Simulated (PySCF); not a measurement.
C2H8FNSi.
SMILES with atom numbers: `[CH3:1][NH:2][Si@H:3]([CH3:4])[F:5]` (hydrogens: H6, H7, H8 on C1; H9 on N2; H10 on Si3; H11, H12, H13 on C4)

Computed, not measured: PBE0-D3(BJ)/def2-SVP geometry optimisation, gas phase (PySCF).

**Question.** Give the optimised bond lengths and angles.

**Answer.** 
```json
{"bond": "C1–N2", "length (Å)": "1.444", "order": "single"}
{"bond": "N2–Si3", "length (Å)": "1.712", "order": "single"}
{"bond": "Si3–C4", "length (Å)": "1.860", "order": "single"}
{"bond": "Si3–F5", "length (Å)": "1.638", "order": "single"}
{"bond": "C1–H6, C1–H7, C1–H8", "length (Å)": "1.103", "order": "single"}
{"bond": "N2–H9", "length (Å)": "1.014", "order": "single"}
{"bond": "Si3–H10", "length (Å)": "1.488", "order": "single"}
{"bond": "C4–H11, C4–H12, C4–H13", "length (Å)": "1.101", "order": "single"}
```

Bonds in one row agree within 0.01 Å and their mean is given. Orders are formal, as drawn. A selection of angles:
```json
{"angle": "N2–C1–H6", "degrees": "111.7"}
{"angle": "N2–C1–H7", "degrees": "113.5"}
{"angle": "N2–C1–H8", "degrees": "110.0"}
{"angle": "H6–C1–H7", "degrees": "107.7"}
{"angle": "C1–N2–Si3", "degrees": "127.1"}
{"angle": "C1–N2–H9", "degrees": "113.8"}
{"angle": "Si3–N2–H9", "degrees": "117.1"}
{"angle": "N2–Si3–C4", "degrees": "111.6"}
{"angle": "N2–Si3–F5", "degrees": "113.0"}
{"angle": "N2–Si3–H10", "degrees": "106.7"}
{"angle": "C4–Si3–F5", "degrees": "105.6"}
{"angle": "C4–Si3–H10", "degrees": "114.3"}
{"angle": "F5–Si3–H10", "degrees": "105.5"}
{"angle": "Si3–C4–H11", "degrees": "111.4"}
{"angle": "Si3–C4–H13", "degrees": "109.8"}
{"angle": "H11–C4–H12", "degrees": "108.5"}
```

Torsions: C1–N2–Si3–C4 42° (synclinal).

Of the pairs four or more bonds apart, C4···H8 is among the closest relative to their van der Waals radii: 2.93 Å, 101 % of the sum of Bondi's values. N2 (silicon-bound nitrogen) is almost planar (angles 127.1°, 117.1° and 113.8°, sum 358.0°, 0.11 Å off the plane of its three neighbours). Si3 (fluorine-bound silicon) is distorted tetrahedral (angles from 105.5° to 114.3°).

Point group: C1 (no symmetry element, even within 0.4 Å). Not checked by PBE0-D3(BJ)/def2-SVP frequencies. One conformer, not necessarily the lowest.
